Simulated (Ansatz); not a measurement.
Consider the formal hydrolysis of the Al–C bond: `F[CH2][AlH][I]` + H₂O → `[OH][AlH][I]` + fluoromethane.

Gas-phase electronic energies from Ansatz, PBE0-D4/def2-TZVP geometries. CBS: MP2 limit from def2 TZ/QZ plus the TZ coupled-cluster correction, frozen cores. This one scheme is used for every species. Functionals use def2-TZVPP. B3LYP here is the variant with VWN-RPA as its local correlation; programs differ in this. def2 core potentials past Kr. For I outer-core shells are correlated without core-valence functions, which leaves a few kJ/mol of doubt a bond. One conformer a species, not always the lowest.

(1) Is it downhill or uphill in electronic energy at CCSD(T)/CBS, and by how much? (Estimate.)

(2) What do these levels give: PBE0-D4, B3LYP-D4, BHLYP-D4, BLYP, HF/def2-TZVPP, MP2/def2-QZVPP? (An estimate is asked.)

Largest T1 diagnostic among the species: 0.010.

## Answers

(1) Ansatz gave: Downhill: ΔE = -165.0 kJ/mol.

(2) Ansatz gave: PBE0-D4 -158.8, B3LYP-D4 -166.8, BHLYP-D4 -172.8, BLYP -167.4, HF/def2-TZVPP -183.3, MP2/def2-QZVPP -171.5 kJ/mol.

From BLYP to BHLYP (50 % exact exchange), in def2-TZVPP and without D4, ΔE moves by −8.6 kJ/mol. At CCSD(T), def2-SVP lies −10.6 kJ/mol from the extrapolated value and def2-TZVPP −3.7 kJ/mol. In def2-TZVPP, CCSD(T) changes the Hartree–Fock value by +14.6 kJ/mol (the triples alone add +1.8 kJ/mol) and MP2 by +9.8 kJ/mol.
